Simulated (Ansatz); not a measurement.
Geometry optimisation, RKS B3LYP-D4/STO-3G (Ansatz).

Input file:

```yaml
crystal:
  periodic: [false, false, false]
  atoms:
    - { symbol: Al, position_ang: [0.0, 0.0, 0.0] }
    - { symbol: F, position_ang: [0.0, 0.0, 1.69] }
    - { symbol: O, position_ang: [1.5415, 0.0, -0.89] }
    - { symbol: Si, position_ang: [2.3874, -1.376, -1.352] }
    - { symbol: H, position_ang: [1.4599, -2.3514, -1.9176] }
    - { symbol: H, position_ang: [3.3882, -1.0195, -2.3535] }
    - { symbol: H, position_ang: [3.0504, -1.9546, -0.187] }
    - { symbol: Cl, position_ang: [-1.9312, 0.0, -1.115] }
basis:
  gaussian: { orbitals: STO-3G }
hamiltonian:
  xc: b3lyp
  dispersion: d4
relax:
  f_tol: 0.02
  max_steps: 40
```

Launched with:

```bash
$ ansatz run input.yaml --threads 1 --pin off --max-ram 2048MiB --backend cpu --events-out ev --progress --plain --runs-dir out
```

Where does it end, and by what steps?

The run converged. Limits of this set-up: minimal basis. After 25 steps the energy has fallen by 0.666 eV; Cl8 moved furthest, 1.83 Å.

```csv
step,energy less start (eV),largest force component (eV/Å),accepted
0,0.0000,2.495,yes
1,-0.3760,1.942,yes
2,-0.4300,1.792,yes
3,-0.4880,1.107,yes
4,-0.4997,0.185,yes
5,-0.5137,0.137,yes
6,-0.5176,0.075,yes
7,-0.5390,0.640,yes
8,-0.5513,1.028,yes
9,-0.5817,0.679,yes
10,-0.5984,0.304,yes
11,-0.6329,0.265,yes
12,-0.6416,0.033,yes
13,-0.6435,0.050,yes
14,-0.6467,0.169,yes
15,-0.6493,0.101,yes
16,-0.6550,0.024,yes
17,-0.6586,0.172,yes
18,-0.6620,0.081,yes
19,-0.6610,0.321,no
20,-0.6633,0.035,yes
21,-0.6648,0.066,yes
22,-0.6653,0.035,yes
23,-0.6654,0.046,yes
24,-0.6655,0.027,yes
25,-0.6656,0.003,yes
```

```xyz
8
Properties=species:S:1:pos:R:3
Al 0.135 -0.012 0.158
F -0.300 1.227 1.109
O 1.688 -0.081 -0.440
Si 2.265 -1.320 -1.442
H 1.522 -1.394 -2.685
H 3.646 -1.012 -1.738
H 2.201 -2.612 -0.787
Cl -1.261 -1.498 -0.301
```

Whether the end is a true minimum wasn't checked by a vibrational analysis.

Run time: 77 s on 1 thread of Arm Neoverse V1, on a shared host, peak memory 0.17 GiB.
